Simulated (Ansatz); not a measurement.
`F[Si](F)(Cl)Br` + SiH₄ → `F[Si](F)([SiH3])Br` + HCl at 298.15 K and 1 bar (formal exchange of groups at the Si–Cl bond).

Gas-phase electronic energies from Ansatz, PBE0-D4/def2-TZVP geometries. CCSD(T)/CBS adds triple-zeta CCSD(T) − MP2 to the extrapolated MP2 energy (def2 sets, frozen cores). This one scheme is used for every species. For Br outer-core shells are correlated without core-valence functions, which leaves a few kJ/mol of doubt a bond. Scalar relativity is left out up to krypton.

```tsv
species	CCSD(T)/CBS energy (Eh)	H − E (kJ/mol)	S (J/(mol·K))
`F[Si](F)(Cl)Br`	-3522.00110	42.8	340.7
SiH₄	-291.46306	92.1	204.8
`F[Si](F)([SiH3])Br`	-3353.04613	108.2	374.5
HCl	-460.38127	26.6	186.8
```

H − E and S are ideal-gas, rigid-rotor, harmonic terms from PBE0-D4/def2-TZVP. 1 Eh = 2625.50 kJ/mol, R = 8.31446 J/(mol·K).

**Question.** By hand: ΔE, ΔH, ΔS and ΔG.

**Answer.** ΔE = (-3353.04613) + (-460.38127) − (-3522.00110) − (-291.46306) = 0.03676 Eh = 96.5 kJ/mol. Δ(H − E) = 108.2 + 26.6 − 42.8 − 92.1 = -0.1, so ΔH = 96.4 kJ/mol. ΔS = 374.5 + 186.8 − 340.7 − 204.8 = 15.8 J/(mol·K). ΔG = 96.4 − 298.15 × (15.8)/1000 = 91.7 kJ/mol.

**Question.** By hand: the equilibrium constant, and the temperature at which ΔG would vanish if ΔH and ΔS stayed fixed.

**Answer.** log₁₀ K = −ΔG/(RT ln 10) = -16.1. ΔG = 0 at ΔH/ΔS = 6101 K, far beyond where these terms or the molecules hold.

ΔH outweighs TΔS. A doubt of 5 kJ/mol in ΔE shifts log₁₀ K by 0.9 here. These are equilibria of isolated gas molecules and say nothing of rates. Largest T1 diagnostic: 0.011 (customary marks: 0.02 for closed shells, 0.045 for open ones).
